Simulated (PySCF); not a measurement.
PySCF job for H7NOSi2, SMILES N[SiH2]O[SiH3], TDA-PBE0/def2-SVPD. Geometry optimised at B3LYP-D3(BJ)/def2-SVP. Other conformers were not sampled.

```python
import numpy as np
from pyscf import gto, scf, dft, tdscf

mol = gto.M(
    atom='''
    Si    1.80147188    0.06766177    0.35226644
    O     0.50907068   -0.07252554   -0.67760573
    Si   -1.16183027   -0.08552474   -0.62186865
    N    -1.81302008    0.07827238    0.96387552
    H     1.80199956   -1.03042827    1.36492435
    H     3.05267439   -0.00993793   -0.44850397
    H     1.76892888    1.37223171    1.07923525
    H    -1.63932154    1.06293632   -1.43386296
    H    -1.60944285   -1.39131572   -1.17012181
    H    -1.86779141    0.97410525    1.43684163
    H    -1.84345426   -0.69521228    1.61963551
    ''',
    basis='def2-SVPD',
    charge=0,
    spin=0,
    max_memory=1600,
    verbose=4,
)
mf = dft.RKS(mol, xc='pbe0').density_fit(auxbasis='def2-universal-jkfit')
mf.grids.level = 3
mf.conv_tol = 1e-9
mf.max_cycle = 100
mf.kernel()
mf.grids = dft.Grids(mol).set(level=1).build(with_non0tab=True)  # coarser grid for the response kernel
td = tdscf.TDA(mf)
td.singlet = True
td.nstates = 10
td.conv_tol = 1e-4
td.positive_eig_threshold = 1e-6
td.kernel(x0=td.get_init_guess(mf, 15))
td.analyze()
tt = tdscf.TDA(mf)
tt.singlet = False
tt.nstates = 4
tt.conv_tol = 1e-4
tt.positive_eig_threshold = 1e-6
tt.kernel(x0=tt.get_init_guess(mf, 9))
tt.analyze(verbose=3)
```

It prints:

```
PySCF version 2.14.0

[INPUT] verbose = 4
[INPUT] num. atoms = 11
[INPUT] num. electrons = 50
[INPUT] charge = 0
[INPUT] spin (= nelec alpha-beta = 2S) = 0
[INPUT] symmetry False subgroup None
[INPUT] Mole.unit = angstrom
[INPUT] Symbol           X                Y                Z      unit          X                Y                Z       unit  Magmom
[INPUT]  1 Si     1.801471880000   0.067661770000   0.352266440000 AA    3.404288474305   0.127862214403   0.665687094476 Bohr   0.0
[INPUT]  2 O      0.509070680000  -0.072525540000  -0.677605730000 AA    0.962004163246  -0.137053407636  -1.280489250136 Bohr   0.0
[INPUT]  3 Si    -1.161830270000  -0.085524740000  -0.621868650000 AA   -2.195541013529  -0.161618335475  -1.175161433953 Bohr   0.0
[INPUT]  4 N     -1.813020080000   0.078272380000   0.963875520000 AA   -3.426111409537   0.147913361318   1.821460750973 Bohr   0.0
[INPUT]  5 H      1.801999560000  -1.030428270000   1.364924350000 AA    3.405285644987  -1.947227221309   2.579333202250 Bohr   0.0
[INPUT]  6 H      3.052674390000  -0.009937930000  -0.448503970000 AA    5.768718544574  -0.018779965945  -0.847549669080 Bohr   0.0
[INPUT]  7 H      1.768928880000   1.372231710000   1.079235250000 AA    3.342791117034   2.593142111344   2.039459046477 Bohr   0.0
[INPUT]  8 H     -1.639321540000   1.062936320000  -1.433862960000 AA   -3.097868740700   2.008658532653  -2.709608294558 Bohr   0.0
[INPUT]  9 H     -1.609442850000  -1.391315720000  -1.170121810000 AA   -3.041406199639  -2.629205663602  -2.211209753280 Bohr   0.0
[INPUT] 10 H     -1.867791410000   0.974105250000   1.436841630000 AA   -3.529614222715   1.840792139001   2.715237165074 Bohr   0.0
[INPUT] 11 H     -1.843454260000  -0.695212280000   1.619635510000 AA   -3.483623674563  -1.313760807634   3.060667535520 Bohr   0.0

nuclear repulsion = 230.16760847917
number of shells = 65
number of NR pGTOs = 217
number of NR cGTOs = 147
basis = def2-SVPD
ecp = {}


[settings echo left out]
init E= -712.604791146873
  HOMO = -0.330281864865726  LUMO = -0.0483261666885166  gap/eV = 7.67241
cycle= 1 E= -712.493400009712  delta_E= 0.111  |g|= 0.76  |ddm|= 3.71
  HOMO = -0.178601335446647  LUMO = 0.0139469394344598  gap/eV = 5.23951
cycle= 2 E= -712.270678960491  delta_E= 0.223  |g|= 1.29  |ddm|= 2.06
  HOMO = -0.282213705462977  LUMO = 0.00127163538233299  gap/eV = 7.71403
cycle= 3 E= -712.602782952164  delta_E= -0.332  |g|= 0.111  |ddm|= 1.29
  HOMO = -0.296783868112387  LUMO = 0.00241565626548823  gap/eV = 8.14163
cycle= 4 E= -712.604660540397  delta_E= -0.00188  |g|= 0.062  |ddm|= 0.216
  HOMO = -0.286734805362594  LUMO = 0.00352723945260136  gap/eV = 7.89843
cycle= 5 E= -712.605491426718  delta_E= -0.000831  |g|= 0.00624  |ddm|= 0.0725
  HOMO = -0.288065029457374  LUMO = 0.00300787481855691  gap/eV = 7.92050
cycle= 6 E= -712.605502458132  delta_E= -1.1e-05  |g|= 0.000854  |ddm|= 0.0136
  HOMO = -0.28801828000673  LUMO = 0.00309888939026326  gap/eV = 7.92170
cycle= 7 E= -712.60550268667  delta_E= -2.29e-07  |g|= 0.000194  |ddm|= 0.00242
  HOMO = -0.288024828865491  LUMO = 0.00309247140068569  gap/eV = 7.92171
cycle= 8 E= -712.60550269597  delta_E= -9.3e-09  |g|= 3.09e-05  |ddm|= 0.000493
  HOMO = -0.288020935153165  LUMO = 0.00309115206278054  gap/eV = 7.92156
cycle= 9 E= -712.605502696214  delta_E= -2.44e-10  |g|= 9.8e-06  |ddm|= 8.83e-05
  HOMO = -0.288021405626746  LUMO = 0.00309128224467869  gap/eV = 7.92158
Extra cycle  E= -712.605502696214  delta_E= 1.14e-13  |g|= 1e-05  |ddm|= 2.84e-05
converged SCF energy = -712.605502696214
tot grids = 40432
Overwritten attributes  positive_eig_threshold  of <class 'pyscf.tdscf.rks.TDA'>


******** <class 'pyscf.tdscf.rks.TDA'> for <class 'pyscf.df.df_jk.DFRKS'> ********
nstates = 10 singlet
deg_eia_thresh = 1.000e-03
wfnsym = None
conv_tol = 0.0001
eigh lindep = 1e-12
eigh level_shift = 0
eigh max_cycle = 100


Excitation energies (eV)
[6.65429086 7.15828312 7.26630706 7.66778068 7.83278719 7.89764216
 8.14460943 8.24244424 8.25618592 8.33388548]

** Singlet excitation energies and oscillator strengths **
Excited State   1:      6.65429 eV    186.32 nm  f=0.0666
      25 -> 26       -0.64125
      25 -> 27        0.25947
      25 -> 28       -0.11405
Excited State   2:      7.15828 eV    173.20 nm  f=0.0041
      24 -> 26        0.66698
      24 -> 27        0.20851
Excited State   3:      7.26631 eV    170.63 nm  f=0.0302
      23 -> 26       -0.15310
      25 -> 26       -0.26208
      25 -> 27       -0.61919
Excited State   4:      7.66778 eV    161.70 nm  f=0.0396
      24 -> 26       -0.21442
      24 -> 27        0.66117
Excited State   5:      7.83279 eV    158.29 nm  f=0.0241
      23 -> 26        0.60901
      23 -> 27        0.26529
      25 -> 27       -0.15555
      25 -> 29        0.13407
Excited State   6:      7.89764 eV    156.99 nm  f=0.0192
      23 -> 26       -0.10997
      25 -> 27        0.12599
      25 -> 28        0.53351
      25 -> 29        0.37582
      25 -> 30       -0.17210
Excited State   7:      8.14461 eV    152.23 nm  f=0.0004
      23 -> 27       -0.12170
      25 -> 28       -0.33457
      25 -> 29        0.57130
      25 -> 30        0.16368
Excited State   8:      8.24244 eV    150.42 nm  f=0.0016
      25 -> 31       -0.64710
      25 -> 35        0.21604
Excited State   9:      8.25619 eV    150.17 nm  f=0.0111
      23 -> 27        0.12405
      25 -> 28        0.21151
      25 -> 30        0.64897
Excited State  10:      8.33389 eV    148.77 nm  f=0.0169
      22 -> 26       -0.21237
      24 -> 28        0.26383
      24 -> 29        0.20073
      25 -> 31        0.16808
      25 -> 33       -0.53040

** Transition electric dipole moments (AU) **
state          X           Y           Z        Dip. S.      Osc.
  1         0.6346      0.0169      0.0743      0.4085      0.0666
  2         0.0032     -0.1513      0.0150      0.0231      0.0041
  3         0.2113     -0.0336     -0.3518      0.1696      0.0302
  4        -0.0085      0.4561     -0.0499      0.2106      0.0396
  5         0.3271     -0.0111     -0.1356      0.1255      0.0241
  6        -0.2570     -0.0253     -0.1801      0.0991      0.0192
  7        -0.0271     -0.0062     -0.0376      0.0022      0.0004
  8         0.0054     -0.0876      0.0071      0.0078      0.0016
  9        -0.0284      0.0232      0.2313      0.0549      0.0111
 10        -0.0030      0.2860     -0.0315      0.0828      0.0169

** Transition velocity dipole moments (imaginary part, AU) **
state          X           Y           Z        Dip. S.      Osc.
  1         0.1518      0.0042      0.0186      0.0234      0.0638
  2         0.0004     -0.0204      0.0019      0.0004      0.0011
  3         0.0304     -0.0058     -0.0597      0.0045      0.0113
  4        -0.0021      0.1224     -0.0135      0.0152      0.0359
  5         0.0648     -0.0001     -0.0073      0.0043      0.0099
  6        -0.0659     -0.0039     -0.0248      0.0050      0.0114
  7         0.0311     -0.0005     -0.0088      0.0010      0.0023
  8         0.0007     -0.0041     -0.0011      0.0000      0.0000
  9        -0.0068      0.0088      0.0803      0.0066      0.0144
 10        -0.0008      0.0660     -0.0068      0.0044      0.0096

** Transition magnetic dipole moments (imaginary part, AU) **
state          X           Y           Z
  1         0.0080     -0.4235      0.0453
  2        -0.2172      0.0370      0.2861
  3        -0.0158      0.9024     -0.1050
  4        -1.0253     -0.0262     -0.0471
  5         0.0207     -0.9153      0.1010
  6        -0.0164      0.9064     -0.1042
  7        -0.0052      0.4001     -0.0469
  8        -0.1100      0.0026      0.1269
  9        -0.0051      0.1709     -0.0176
 10        -0.2213      0.1263      1.1024


******** <class 'pyscf.tdscf.rks.TDA'> for <class 'pyscf.df.df_jk.DFRKS'> ********
nstates = 4 triplet
deg_eia_thresh = 1.000e-03
wfnsym = None
conv_tol = 0.0001
eigh lindep = 1e-12
eigh level_shift = 0
eigh max_cycle = 100


Excitation energies (eV)
[6.23135464 6.81115774 6.8480578  7.36401096]

** Triplet excitation energies and oscillator strengths **
Excited State   1:      6.23135 eV    198.97 nm  f=0.0000
Excited State   2:      6.81116 eV    182.03 nm  f=0.0000
Excited State   3:      6.84806 eV    181.05 nm  f=0.0000
Excited State   4:      7.36401 eV    168.37 nm  f=0.0000
```

Self-consistency was reached.

Cost: about 2.6 core-minutes (a rough figure).
